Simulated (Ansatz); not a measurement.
`[CH3][Sn][SH]` + NH₃ → `[NH2][Sn][SH]` + CH₄ at 600 K and 1 bar (ligand exchange at the Sn–C bond).

Computed with Ansatz on PBE0-D4/def2-TZVP structures; ΔE is electronic, products minus reactants. CCSD(T)/CBS is the MP2 limit (def2-TZVPP, def2-QZVPP) plus CCSD(T) − MP2 in def2-TZVPP, frozen cores. This one scheme is used for every species. def2 core potentials past Kr. For Sn outer-core shells are correlated without core-valence functions, which leaves a few kJ/mol of doubt a bond. One conformer a species, not always the lowest.

| species | CCSD(T)/CBS energy (Eh) | H − E (kJ/mol) | S (J/(mol·K)) |
| --- | --- | --- | --- |
| `[CH3][Sn][SH]` | -652.29098 | 162.2 | 392.7 |
| NH₃ | -56.50880 | 112.4 | 219.5 |
| `[NH2][Sn][SH]` | -668.36522 | 133.4 | 382.7 |
| CH₄ | -40.46206 | 140.4 | 215.7 |

H − E and S are ideal-gas, rigid-rotor, harmonic terms from PBE0-D4/def2-TZVP, for one conformer and one mirror image of each species. 1 Eh = 2625.50 kJ/mol, R = 8.31446 J/(mol·K).

Q: By hand: ΔE, ΔH, ΔS and ΔG.

A: ΔE = (-668.36522) + (-40.46206) − (-652.29098) − (-56.50880) = -0.02750 Eh = -72.2 kJ/mol. Δ(H − E) = 133.4 + 140.4 − 162.2 − 112.4 = -0.8, so ΔH = -73.0 kJ/mol. ΔS = 382.7 + 215.7 − 392.7 − 219.5 = -13.8 J/(mol·K). ΔG = -73.0 − 600 × (-13.8)/1000 = -64.7 kJ/mol.

Q: By hand: the equilibrium constant, and the temperature at which ΔG would vanish if ΔH and ΔS stayed fixed.

A: log₁₀ K = −ΔG/(RT ln 10) = 5.6. ΔG = 0 at ΔH/ΔS = 5290 K, far beyond where these terms or the molecules hold.

The number of gas molecules stays the same, so ΔS is small and ΔH decides. A doubt of 5 kJ/mol in ΔE shifts log₁₀ K by 0.4 here. Other conformers and mirror images would add mixing entropy, several J/(mol·K) or more a flexible species. These are equilibria of isolated gas molecules and say nothing of rates. Largest T1 diagnostic: 0.016 (customary marks: 0.02 for closed shells, 0.045 for open ones).
